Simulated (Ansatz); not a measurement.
The first iterations of a band of H5NOSi2 (9 atoms, charge 0, multiplicity 1).

These are results of RKS BLYP-D4/def2-SVP in Ansatz 0.2.0, not measurements.

```json
{
 "movable images": "7",
 "climbing image": "yes",
 "spring": "5.0 eV/Å²",
 "optimiser": "fire",
 "start path": "IDPP",
 "force threshold": "0.05 eV/Å",
 "iteration limit": "60",
 "end points": "relaxed",
 "largest step": "0.5 Å"
}
```

Initial state:

```xyz
9
Properties=species:S:1:pos:R:3
N -0.779 2.044 -0.981
Si -1.420 0.613 -0.234
O 0.068 -0.165 0.078
Si 0.693 -1.572 0.742
H 0.221 2.233 -1.124
H -1.376 2.799 -1.329
H -0.403 -2.482 1.225
H 1.504 -2.293 -0.293
H 1.582 -1.224 1.900
```

Final state:

```xyz
9
Properties=species:S:1:pos:R:3
N -0.780 2.046 -0.976
Si -1.420 0.608 -0.242
O 0.069 -0.165 0.075
Si 0.693 -1.573 0.739
H -1.378 2.802 -1.322
H 0.220 2.239 -1.113
H -0.403 -2.482 1.222
H 1.504 -2.295 -0.296
H 1.583 -1.226 1.896
```

| iteration | highest image above the first end (eV) | largest band force component (eV/Å) |
| --- | --- | --- |
| 1 | 0.861 | 0.698 |
| 2 | 0.850 | 0.463 |
| 3 | 0.836 | 0.488 |
| 4 | 0.817 | 0.435 |
| 5 | 0.801 | 0.494 |
| 6 | 0.786 | 0.357 |
| 7 | 0.773 | 0.355 |
| 8 | 0.761 | 0.320 |
| 9 | 0.757 | 0.336 |
| 10 | 0.755 | 0.238 |
| 11 | 0.754 | 0.155 |
| 12 | 0.753 | 0.154 |
| 13 | 0.753 | 0.178 |
| 14 | 0.752 | 0.165 |
| 15 | 0.752 | 0.153 |
| 16 | 0.751 | 0.143 |

**Question.** Does the band converge within its limit, and where does its top end?

**Answer.** It converged. It ended after 48 iterations with the highest image 0.735 eV above the first end. Another band between the same ends (7 images) ends at a top of the same energy, where a vibrational analysis finds 1 clearly imaginary mode.

Time of the run: 11 min on 1 thread of Arm Neoverse V2, on a shared host, peak memory 0.12 GiB.
